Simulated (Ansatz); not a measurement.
`F[SiH2]N[Si](F)(Cl)Cl` + H₂ → `F[SiH](Cl)Cl` + `N[SiH2]F` at 700 K and 1 bar (hydrogenolysis of the Si–N bond).

Isolated molecules relaxed with PBE0-D4/def2-TZVP in Ansatz; ΔE leaves out vibrations. CCSD(T)/CBS is the MP2 limit (def2-TZVPP, def2-QZVPP) plus CCSD(T) − MP2 in def2-TZVPP, frozen cores. This one scheme is used for every species. One conformer a species, not always the lowest.

```tsv
species	CCSD(T)/CBS energy (Eh)	H − E (kJ/mol)	S (J/(mol·K))
`F[SiH2]N[Si](F)(Cl)Cl`	-1754.12128	211.9	566.0
H₂	-1.17544	46.8	155.3
`F[SiH](Cl)Cl`	-1309.19911	90.0	382.9
`N[SiH2]F`	-446.07709	173.7	359.9
```

H − E and S are ideal-gas, rigid-rotor, harmonic terms from PBE0-D4/def2-TZVP, for one conformer and one mirror image of each species. The MP2-based limit puts H₂ 0.8 mEh under its directly extrapolated value; such offsets cancel only in part. 1 Eh = 2625.50 kJ/mol, R = 8.31446 J/(mol·K).

**Question.** By hand: ΔE, ΔH, ΔS and ΔG.

**Answer.** ΔE = (-1309.19911) + (-446.07709) − (-1754.12128) − (-1.17544) = 0.02052 Eh = 53.9 kJ/mol. Δ(H − E) = 90.0 + 173.7 − 211.9 − 46.8 = 5.0, so ΔH = 58.9 kJ/mol. ΔS = 382.9 + 359.9 − 566.0 − 155.3 = 21.5 J/(mol·K). ΔG = 58.9 − 700 × (21.5)/1000 = 43.8 kJ/mol.

**Question.** By hand: the equilibrium constant, and the temperature at which ΔG would vanish if ΔH and ΔS stayed fixed.

**Answer.** log₁₀ K = −ΔG/(RT ln 10) = -3.3. ΔG = 0 at ΔH/ΔS = 2740 K, far beyond where these terms or the molecules hold.

ΔH outweighs TΔS. A doubt of 5 kJ/mol in ΔE shifts log₁₀ K by 0.4 here. Other conformers and mirror images would add mixing entropy, several J/(mol·K) or more a flexible species. Modes under 60 cm⁻¹, often nearly free rotors, make the harmonic entropy too high. These are equilibria of isolated gas molecules and say nothing of rates. Largest T1 diagnostic: 0.011 (customary marks: 0.02 for closed shells, 0.045 for open ones).
